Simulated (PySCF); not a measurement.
## NMR problem set

Theoretical values (PySCF 2.14.0 with density-fitted response routines): GIAO PBE0/pcSseg-1 shieldings, GFN2-xTB structure. Non-relativistic, rapidly exchanging positions averaged, one computed conformer, isolated molecule.

Scale: TMS for ¹H (31.72 ppm) and ¹³C (186.93 ppm) (reference shieldings calculated alike). Splittings of carbon signals by F and P are missing where no couplings were computed. Where no couplings were computed, multiplicities follow the n + 1 count of equivalent neighbours, and m marks all less simple cases (inequivalent or close neighbours, rings, F or P nearby). Shifts are as computed. Against solution values, carbons near 30 ppm lie about +3 ppm off and those near 130 ppm about +5 ppm (rms about the fit 2.1 ppm; single classes can miss by 10 ppm). Of 1328 compounds with measured shifts, 309 miss one by over three times the rms of a fit or turn the order of signals round; such compounds aren't used in these exercises. Signals without a measured value on file couldn't be tested in this way; 1H shifts scatter by 0.2 ppm about their fit, and single ones miss by 0.5 ppm.

Task: C$_{5}$H$_{7}$FO$_{3}$. ¹H NMR (500 MHz, computed): δ 7.26 (m, 1H), 3.93 (s, 3H), 2.14 (s, 3H). ¹³C{¹H} NMR (computed): δ 170.9, 164.9, 106.4, 54.8, 22.9. What is it?

Result: `CO/C(F)=C/OC(C)=O`. The formula gives 2 degrees of unsaturation (no ring in the answer). 5 carbon signals for 5 carbons: no two carbons are equivalent. Carbon types of the structure: 2 × C, 1 × CH, 2 × CH3, which accounts for all hydrogens. δC 170.9: ester carbonyl carbon; lone-pair donation from the attached heteroatom keeps it upfield of a ketone carbonyl. δC 164.9, 106.4: alkene carbon bearing oxygen. δC 54.8: methyl carbon bonded to O; deshielded by the electronegative neighbour. δC 22.9: methyl carbon α to a carbonyl; α to the electron-withdrawing carbonyl group.

The shifts were computed for this structure.

Task: C$_{3}$H$_{3}$FN$_{2}$O. ¹H NMR (300 MHz, computed): δ 8.50 (s, 1H), 6.09 (m, 2H). ¹³C{¹H} NMR (computed): δ 182.3, 162.3, 80.2. Identify the compound.

Result: SMILES FCc1ncno1. The formula gives 3 degrees of unsaturation (1 ring in the answer). 3 carbon signals for 3 carbons: no two carbons are equivalent. Carbon types of the structure: 1 × C, 1 × CH, 1 × CH2, which accounts for all hydrogens. δC 182.3: substituted aromatic carbon next to the ring oxygen. δC 162.3: aromatic CH between two ring heteroatoms. δC 80.2: sp3 CH2 bonded to F, on an aromatic ring; pulled downfield by the heteroatom. δH 8.50: hydrogen on an aromatic CH between two ring heteroatoms; ring-current deshielding.

The data come from this structure; uniqueness wasn't tested.
